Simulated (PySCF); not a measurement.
Geometry:
```json
{"atom": "C1", "x (Å)": "3.324", "y (Å)": "-0.945", "z (Å)": "0.128"}
{"atom": "C2", "x (Å)": "2.021", "y (Å)": "-0.315", "z (Å)": "0.160"}
{"atom": "C3", "x (Å)": "0.952", "y (Å)": "0.228", "z (Å)": "0.184"}
{"atom": "C4", "x (Å)": "-0.365", "y (Å)": "0.819", "z (Å)": "0.225"}
{"atom": "C5", "x (Å)": "-1.334", "y (Å)": "0.262", "z (Å)": "-0.851"}
{"atom": "Si6", "x (Å)": "-2.704", "y (Å)": "0.025", "z (Å)": "0.457"}
{"atom": "C7", "x (Å)": "-1.168", "y (Å)": "0.461", "z (Å)": "1.504"}
{"atom": "H8", "x (Å)": "3.889", "y (Å)": "-0.682", "z (Å)": "1.023"}
{"atom": "H9", "x (Å)": "3.216", "y (Å)": "-2.029", "z (Å)": "0.086"}
{"atom": "H10", "x (Å)": "3.880", "y (Å)": "-0.611", "z (Å)": "-0.749"}
{"atom": "H11", "x (Å)": "-0.273", "y (Å)": "1.904", "z (Å)": "0.127"}
{"atom": "H12", "x (Å)": "-1.507", "y (Å)": "0.949", "z (Å)": "-1.677"}
{"atom": "H13", "x (Å)": "-0.958", "y (Å)": "-0.668", "z (Å)": "-1.275"}
{"atom": "H14", "x (Å)": "-3.269", "y (Å)": "-1.315", "z (Å)": "0.612"}
{"atom": "H15", "x (Å)": "-3.755", "y (Å)": "1.044", "z (Å)": "0.445"}
{"atom": "H16", "x (Å)": "-0.726", "y (Å)": "-0.391", "z (Å)": "2.020"}
{"atom": "H17", "x (Å)": "-1.231", "y (Å)": "1.277", "z (Å)": "2.220"}
```

In vacuum, relativity neglected, a single conformation, fast rotation and ring inversion assumed for equivalent nuclei. Geometry from GFN2-xTB; shieldings: GIAO PBE0/pcSseg-1; PySCF 2.14.0 with density-fitted response routines.

Predict the 2D correlation tables (HSQC, COSY, HMBC).

## Answers



HSQC (one-bond C–H):
```
              δH            δC
      3.15 (H11)     25.2 (C4)
2.02 (H8/H9/H10)      5.1 (C1)
  1.85 (H12/H17)  20.4 (C5/C7)
  1.71 (H13/H16)  20.4 (C5/C7)
```

COSY cross peaks (H two or three bonds apart, from the bond graph; peaks can be absent where the dihedral angle is near 90°):
```
            δH              δH
    4.69 (H14)      4.62 (H15)
    4.69 (H14)  1.85 (H12/H17)
    4.69 (H14)  1.71 (H13/H16)
    4.62 (H15)  1.85 (H12/H17)
    4.62 (H15)  1.71 (H13/H16)
    3.15 (H11)  1.85 (H12/H17)
    3.15 (H11)  1.71 (H13/H16)
1.85 (H12/H17)  1.71 (H13/H16)
```

HMBC (two and three bonds, from the bond graph):
```
              δH                                  δC
      4.69 (H14)             25.2 (C4), 20.4 (C5/C7)
      4.62 (H15)             25.2 (C4), 20.4 (C5/C7)
      3.15 (H11)  93.3 (C3), 85.0 (C2), 20.4 (C5/C7)
2.02 (H8/H9/H10)                93.3 (C3), 85.0 (C2)
  1.85 (H12/H17)  93.3 (C3), 25.2 (C4), 20.4 (C5/C7)
  1.71 (H13/H16)  93.3 (C3), 25.2 (C4), 20.4 (C5/C7)
```

Chemical shifts δ = σref − σ; TMS for ¹H (σref 31.72) and ¹³C (σref 186.93), all at this level.

Shifts are as computed. Against solution values, carbons near 30 ppm lie about +3 ppm off and those near 130 ppm about +5 ppm. Of 1211 compounds with measured shifts, 218 miss one by over three times the rms of a fit or turn the order of signals round; such compounds aren't used in these exercises.
